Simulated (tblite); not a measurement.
Species: C₆H₉FOS.
Atom-mapped SMILES: `[CH3:1][CH2:2][O:3][CH2:4][S:5][C:6]1=[C:7]([F:8])[CH2:9]1` (hydrogens: H10, H11, H12 on C1; H13, H14 on C2; H15, H16 on C4; H17, H18 on C9)

Computed with GFN2-xTB (tblite), gas phase: L-BFGS steps from a force-field or distance-geometry start until the largest atomic force falls under 0.01 eV/Å.

Step 31: E = -799.1575 eV
```
atom  x, y, z in Å  |  force x, y, z in eV/Å
C1     -2.7103   -0.3797   -0.8657    0.019   0.004   0.027
C2     -2.3113    0.2122    0.4837    0.012   0.000   0.035
O3     -1.3245   -0.5291    1.1882    0.023  -0.035   0.021
C4     -0.0957   -0.6421    0.5959    0.031   0.030   0.004
S5      0.7647    1.0187    0.4372    0.017   0.066   0.003
C6      2.1214    0.5510   -0.4939   -0.033  -0.037  -0.039
C7      2.8486   -0.3187   -1.1326   -0.027  -0.014  -0.008
F8      3.0552   -1.5667   -1.5270   -0.008  -0.026   0.013
C9      3.3580    1.0745   -1.2234   -0.009   0.017   0.013
H10    -3.6550    0.0598   -1.1769    0.050  -0.033  -0.008
H11    -2.8316   -1.4582   -0.7790   -0.038   0.039   0.012
H12    -1.9671   -0.1702   -1.6321    0.002   0.001   0.019
H13    -1.9618    1.2457    0.3638   -0.031   0.018  -0.047
H14    -3.1616    0.2065    1.1684   -0.035   0.005  -0.024
H15    -0.1299   -1.0699   -0.4124    0.078   0.031   0.004
H16     0.5214   -1.2456    1.2636    0.015  -0.041  -0.076
H17     3.2381    1.6414   -2.1404   -0.057  -0.002  -0.039
H18     4.2324    1.3768   -0.6585   -0.009  -0.023   0.092
```

Step 32: E = -799.1591 eV
```
atom  x, y, z in Å  |  force x, y, z in eV/Å
C1     -2.7105   -0.3813   -0.8647    0.037   0.005   0.016
C2     -2.3111    0.2092    0.4853    0.011  -0.008   0.016
O3     -1.3214   -0.5313    1.1870    0.028  -0.019  -0.014
C4     -0.0932   -0.6383    0.5920    0.032   0.051   0.008
S5      0.7658    1.0279    0.4425    0.026  -0.008  -0.029
C6      2.1218    0.5566   -0.4904   -0.059  -0.026  -0.019
C7      2.8438   -0.3171   -1.1296   -0.050  -0.039   0.005
F8      3.0406   -1.5682   -1.5204    0.000  -0.011   0.010
C9      3.3589    1.0734   -1.2232   -0.023   0.006   0.011
H10    -3.6494    0.0648   -1.1820    0.028  -0.024   0.002
H11    -2.8400   -1.4584   -0.7794   -0.041   0.022   0.024
H12    -1.9636   -0.1787   -1.6289    0.015   0.008   0.016
H13    -1.9647    1.2441    0.3640   -0.031   0.004  -0.031
H14    -3.1606    0.1993    1.1706   -0.038   0.015  -0.019
H15    -0.1252   -1.0639   -0.4182    0.070   0.062   0.025
H16     0.5254   -1.2432    1.2562    0.031  -0.043  -0.064
H17     3.2395    1.6386   -2.1397   -0.063   0.020  -0.078
H18     4.2352    1.3727   -0.6623    0.027  -0.014   0.121
```

Step 33: E = -799.1611 eV
```
atom  x, y, z in Å  |  force x, y, z in eV/Å
C1     -2.7098   -0.3832   -0.8629    0.047   0.004  -0.002
C2     -2.3105    0.2059    0.4878    0.007  -0.015  -0.013
O3     -1.3171   -0.5342    1.1853    0.030   0.010  -0.049
C4     -0.0896   -0.6329    0.5872    0.032   0.063   0.014
S5      0.7673    1.0389    0.4486    0.026  -0.086  -0.056
C6      2.1210    0.5628   -0.4873   -0.075  -0.004   0.001
C7      2.8369   -0.3159   -1.1262   -0.059  -0.053   0.013
F8      3.0229   -1.5707   -1.5120    0.008   0.007   0.006
C9      3.3592    1.0720   -1.2228   -0.039  -0.011   0.007
H10    -3.6414    0.0701   -1.1884   -0.004  -0.004   0.014
H11    -2.8503   -1.4582   -0.7792   -0.037  -0.005   0.037
H12    -1.9585   -0.1889   -1.6245    0.034   0.012   0.013
H13    -1.9685    1.2426    0.3633   -0.026  -0.017  -0.002
H14    -3.1596    0.1913    1.1734   -0.032   0.023  -0.016
H15    -0.1185   -1.0552   -0.4253    0.054   0.095   0.038
H16     0.5308   -1.2412    1.2454    0.050  -0.040  -0.041
H17     3.2395    1.6357   -2.1399   -0.054   0.028  -0.085
H18     4.2375    1.3675   -0.6638    0.040  -0.009   0.122
```

Problem. Estimate the geometry and energy of step 34. (The exact step hangs on the optimiser's Hessian estimate; all steps are aligned on step 33, rigid shifts and turns removed.)

Solution. E = -799.1635 eV, largest force 0.151 eV/Å
```
atom  x, y, z in Å  |  force x, y, z in eV/Å
C1     -2.7075   -0.3856   -0.8604    0.038  -0.002  -0.026
C2     -2.3093    0.2026    0.4906    0.000  -0.020  -0.043
O3     -1.3114   -0.5373    1.1825    0.026   0.041  -0.067
C4     -0.0849   -0.6258    0.5809    0.032   0.056   0.022
S5      0.7691    1.0502    0.4550    0.009  -0.135  -0.068
C6      2.1179    0.5692   -0.4850   -0.070   0.018   0.012
C7      2.8272   -0.3157   -1.1226   -0.047  -0.045   0.011
F8      3.0027   -1.5744   -1.5016    0.016   0.025   0.000
C9      3.3582    1.0702   -1.2222   -0.048  -0.026   0.005
H10    -3.6311    0.0752   -1.1958   -0.033   0.021   0.025
H11    -2.8615   -1.4580   -0.7774   -0.026  -0.030   0.047
H12    -1.9507   -0.2006   -1.6185    0.050   0.011   0.010
H13    -1.9728    1.2411    0.3617   -0.016  -0.036   0.032
H14    -3.1578    0.1837    1.1772   -0.018   0.028  -0.019
H15    -0.1106   -1.0433   -0.4339    0.033   0.123   0.037
H16     0.5381   -1.2398    1.2305    0.065  -0.032  -0.011
H17     3.2377    1.6331   -2.1408   -0.029   0.014  -0.053
H18     4.2380    1.3613   -0.6614    0.018  -0.011   0.085
```

The energy changes by -0.0025 eV. The first-order estimate −F·Δx gives -0.0034 eV and the mean of the old and new forces, exact on a quadratic surface, -0.0025 eV. The step makes an angle of 77° with the force vector and moves no atom by more than 0.023 Å.

What follows is the cost of the whole relaxation. On one thread, Arm Neoverse V2 (aarch64), no GPU (shared host), this took 0.29 s wall.
